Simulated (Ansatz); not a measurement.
Consider the ligand exchange at the Si–O bond: `CBO[SiH](O)F` + `O[SiH2]F` → `O[SiH](F)O[SiH2]F` + `CBO`.

Computed with Ansatz on PBE0-D4/def2-TZVP structures; ΔE is electronic, products minus reactants. CCSD(T)/CBS adds triple-zeta CCSD(T) − MP2 to the extrapolated MP2 energy (def2 sets, frozen cores). DFT in def2-TZVPP. Each species was taken in one conformer, which may not be the lowest.

Question: Is it downhill or uphill in electronic energy at CCSD(T)/CBS, and by how much? (Best estimate.)

Answer: Computed: Downhill: ΔE = -22.9 kJ/mol.

Question: What do these levels give: r2SCAN-D4, ωB97X-V, r2SCAN, PBE0, MP2/CBS(def2), CCSD/CBS(def2)? (An estimate is asked.)

Answer: Ansatz gave: r2SCAN-D4 -23.0, ωB97X-V -23.0, r2SCAN -22.9, PBE0 -22.6, MP2/CBS(def2) -22.7, CCSD/CBS(def2) -23.4 kJ/mol.

Largest T1 diagnostic among the species: 0.012.
